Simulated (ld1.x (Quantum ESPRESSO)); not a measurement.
## Ranking TM potentials for I

All share these settings but for the change named:

| Property | Result |
| --- | --- |
| Element | I |
| Generator | ld1.x (Quantum ESPRESSO) 7.5 |
| Type | norm-conserving Troullier–Martins (Kleinman–Bylander form) |
| Functional | PBEsol |
| Relativity | scalar-relativistic |
| Frozen core | [Kr] |
| Valence charge | 17 |
| Reference configuration | 4d10 5s1.75 5p5.25 |
| Partial waves | 5p (bound): rc 1.60 bohr; 4d (bound): rc 0.80 bohr; 5s (bound): rc 1.65 bohr |
| Local potential | the s channel |
| Core correction | Bessel-smoothed model core inside 0.70 bohr |

Test errors are all-electron minus pseudo excitation energies from the reference, over 4d10 5s2 5p5; 4d10 5s2 5p4; 4d10 5s2 5p3; 4d10 5s2 5p4.5; 4d10 5s2 5p2; 4d9 5s2 5p5; 4d10 5s2 5p1. None of these files shows a bound ghost.

The base gives 421.5 meV.

Of 7 variants that were run, those that failed, showed a ghost or another fault, or gave nearly equal values are left out.

A variant can come out equal or close to the base, since the largest error may sit in a test that the change hardly touches while other tests move.

Rank these variants by their largest absolute test error, smallest first.
A. wave 5s (bound): rc 1.65 bohr becomes 5s (bound): rc 1.56 bohr
B. wave 5s (bound): rc 1.65 bohr becomes 5s (bound): rc 2.16 bohr
C. wave 5s (bound): rc 1.65 bohr becomes 5s (bound): rc 2.46 bohr
D. wave 5s (bound): rc 1.65 bohr becomes 5s (bound): rc 1.38 bohr

C (203.9 meV), D (286.9 meV), B (339.9 meV), A (402.1 meV).
